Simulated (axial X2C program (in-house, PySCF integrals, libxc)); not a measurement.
Testing model relations on Sb₂

A bond curve at the PBE0 level, with spin–orbit coupling, was computed with an in-house all-electron X2C program for linear molecules (integrals from PySCF) (basis Sb dyall-cv3z [11s12p8d4f1g] (cores contracted in-house)) for the state Ω = 0 (closed shell). Its fit gives Re = 2.4705 Å, ωe = 294.5 cm⁻¹, ωexe = 0.423 cm⁻¹ and αe = 8.972e-05 cm⁻¹; the masses are 120.9038 and 120.9038 u. Two-component means X2C with spin–orbit coupling and atomic mean-field Coulomb and Gaunt terms.

Q: Find the reduced mass, Be and the force constant.

A: From the PBE0 values: μ = 60.4519 u. Be = 16.8576/(μ Re²) = 0.04569 cm⁻¹. k = 5.8918×10⁻⁷ μ ωe² = 3.09 mdyn/Å.

Q: Give B0 and the most populated J at 300 K (kT = 208.5 cm⁻¹).

A: B0 = Be − αe/2 = 0.04564 cm⁻¹; J(max) ≈ √(kT/2B0) − 1/2 = 47.3, so J = 47, nuclear-spin weights apart.

Q: A Morse curve ties αe to the other constants (Pekeris). How well does that hold?

A: αe(Morse) = 6Be²/ωe × (√(ωexe/Be) − 1) = 8.688e-05 cm⁻¹; the PBE0 curve gives 8.972e-05 cm⁻¹, a ratio of 0.97.

Q: Estimate the centrifugal constant by the Kratzer relation.

A: D = 4Be³/ωe² = 4.40e-09 cm⁻¹.

Q: Estimate De from a Morse curve and compare with the computed well depth of 2.671 eV to Sb + Sb.

A: De(Morse) = ωe²/(4ωexe) = 6.355 eV against 2.671 eV computed, a ratio of 2.38. The extrapolation overshoots: the well softens faster than a Morse curve, or the lowest atomic limit lies below the one to which the curve heads.

Occupations by symmetry block were frozen at the best pattern of an incomplete PBE0 search. Dissociation energies refer to the lowest single-determinant-based atoms at the same level and basis.
